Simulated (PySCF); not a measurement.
C4H10O, SMILES CCCCO. Geometry: PBE-D3(BJ)/def2-SVP. One conformer was computed; it need not be the lowest.

Computed with PBE-D3(BJ)/def2-SVP run with PySCF.

Harmonic wavenumbers (cm⁻¹): 113, 116, 180, 252, 277, 390, 434, 733, 792, 888, 920, 1001, 1048, 1070, 1098, 1144, 1196, 1203, 1258, 1260, 1268, 1336, 1353, 1411, 1414, 1420, 1423, 1434, 1460, 2868, 2898, 2951, 2964, 2967, 2988, 3019, 3050, 3058, 3723. Rotational constants (GHz): 18.59, 1.962, 1.858; symmetry number 1.

### Question
Work out the zero-point energy and the ideal-gas rigid-rotor harmonic-oscillator thermochemistry at 298.15 K and 1 atm.

### Answer
ZPE = ½ Σ hcν = ½ × 58381 cm⁻¹ = 349.20 kJ/mol. H − E(el) = 369.87 kJ/mol. Entropy in J/(mol K): translation 162.45, rotation 108.64, vibration 63.81, total 334.89. G − E(el) = 270.02 kJ/mol. Cp = 107.78 J/(mol K). Modes under 150 cm⁻¹ make the vibrational entropy uncertain.
